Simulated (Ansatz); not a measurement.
CH6GeO3 can be A, `C[O][GeH]([OH])[OH]`, or B, `OC(O)[O][GeH3]`.

Calculated with Ansatz (gas phase, PBE0-D4/def2-TZVP geometries, no zero-point term in ΔE). CCSD(T)/CBS is the MP2 limit (def2-TZVPP, def2-QZVPP) plus CCSD(T) − MP2 in def2-TZVPP, frozen cores. Functionals use def2-TZVPP. B3LYP here is the variant with VWN-RPA as its local correlation; programs differ in this. For Ge outer-core shells are correlated without core-valence functions, which leaves a few kJ/mol of doubt a bond. Scalar relativity is left out up to krypton. Each species was taken in one conformer, which may not be the lowest.

**Question.** Which isomer does CCSD(T)/CBS put lower? Give the gap. (Estimate.)

**Answer.** Computed: A, by 38.6 kcal/mol.

**Question.** Give E(B) − E(A) in kcal/mol with PBE-D4, B2PLYP, B3LYP-D4, r2SCAN-D4, PBE0-D4, CCSD/def2-TZVPP, ωB97M-V. (An estimate is asked.)

**Answer.** Computed: PBE-D4 33.5, B2PLYP 38.5, B3LYP-D4 36.4, r2SCAN-D4 35.7, PBE0-D4 33.9, CCSD/def2-TZVPP 37.9, ωB97M-V 35.3. None reverses the order clearly.

Largest T1 diagnostic: 0.012.
